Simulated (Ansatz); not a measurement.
`[SiH3]O[Si]S` + HBr → `[SiH3]O[Si]Br` + H₂S at 400 K and 1 bar (ligand exchange at the Si–S bond).

Isolated molecules relaxed with PBE0-D4/def2-TZVP in Ansatz; ΔE leaves out vibrations. CCSD(T)/CBS adds triple-zeta CCSD(T) − MP2 to the extrapolated MP2 energy (def2 sets, frozen cores). This one scheme is used for every species. For Br outer-core shells are correlated without core-valence functions, which leaves a few kJ/mol of doubt a bond. Scalar relativity is left out up to krypton. Each species was taken in one conformer, which may not be the lowest.

```csv
species,CCSD(T)/CBS energy (Eh),H − E (kJ/mol),S (J/(mol·K))
`[SiH3]O[Si]S`,-1053.58849,135.4,386.2
HBr,-2573.91920,27.6,207.2
`[SiH3]O[Si]Br`,-3228.55316,110.8,381.1
H₂S,-398.97279,53.4,215.9
```

H − E and S are ideal-gas, rigid-rotor, harmonic terms from PBE0-D4/def2-TZVP, for one conformer and one mirror image of each species. 1 Eh = 2625.50 kJ/mol, R = 8.31446 J/(mol·K).

Question: By hand: ΔE, ΔH, ΔS and ΔG.

Answer: ΔE = (-3228.55316) + (-398.97279) − (-1053.58849) − (-2573.91920) = -0.01826 Eh = -47.9 kJ/mol. Δ(H − E) = 110.8 + 53.4 − 135.4 − 27.6 = 1.2, so ΔH = -46.7 kJ/mol. ΔS = 381.1 + 215.9 − 386.2 − 207.2 = 3.6 J/(mol·K). ΔG = -46.7 − 400 × (3.6)/1000 = -48.1 kJ/mol.

Question: By hand: the equilibrium constant, and the temperature at which ΔG would vanish if ΔH and ΔS stayed fixed.

Answer: log₁₀ K = −ΔG/(RT ln 10) = 6.3. ΔH and −TΔS have one sign here, so there is no such temperature.

The number of gas molecules stays the same, so ΔS is small and ΔH decides. A doubt of 5 kJ/mol in ΔE shifts log₁₀ K by 0.7 here. Other conformers and mirror images would add mixing entropy, several J/(mol·K) or more a flexible species. Modes under 60 cm⁻¹, often nearly free rotors, make the harmonic entropy too high. These are equilibria of isolated gas molecules and say nothing of rates. Largest T1 diagnostic: 0.015 (customary marks: 0.02 for closed shells, 0.045 for open ones).

ΔS is within the doubt of such terms, so its sign, and with it that verdict, could turn.
